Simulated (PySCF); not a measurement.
Isomers of C3H7NSSi2. Computed, not measured: TDDFT CAM-B3LYP/def2-SVPD, vertical, gas phase, core orbitals frozen in the response (PySCF). Geometries: GFN2-xTB; one conformer of each isolated species. Triplets are in the Tamm–Dancoff approximation. 'Strongest' means the level of largest summed f among the lowest 8 singlets; it needn't be the same kind of state in each.

Question: Rank by computed lowest singlet excitation energy, lowest first.
A. `[SiH3][SiH2]c1cncs1`
B. `[SiH3][C@]1([Si@@H](C1)S)C#N`
C. `S([Si@@H](C#N)C=C)[SiH3]`
D. `N#C[C@@]1([SiH3])C[Si@@H]1S`
E. `[SiH3][SiH2]c1nccs1`

Answer: E (5.08 eV), A (5.34 eV), B (5.56 eV), C (5.72 eV), D (5.89 eV).

```tsv
SMILES	S1 (eV)	f (S1)	gap (eV)	T1 (eV)	α (au)	strongest (eV)	S1 mainly
[SiH3][SiH2]c1nccs1	5.08	0.001	8.44	3.74	114.3	5.44	H-1→L (96%)
[SiH3][SiH2]c1cncs1	5.34	0.001	8.45	3.74	113.5	5.56	H-1→L (93%)
N#C[C@@]1([SiH3])C[Si@H]1S	5.56	0.084	8.65	4.77	110.3	6.87	H→L (68%)
C=C[Si@H](C#N)S[SiH3]	5.72	0.012	8.80	4.30	111.0	6.98	H→L (82%)
N#C[C@@]1([SiH3])C[Si@@H]1S	5.89	0.025	8.87	4.79	111.2	6.27	H-1→L (52%)
```

H and L stand for HOMO and LUMO.

Mean S1 by what the SMILES shows (count): a double or triple bond but no aromatic ring 5.72 eV (3); an aromatic ring 5.21 eV (2).
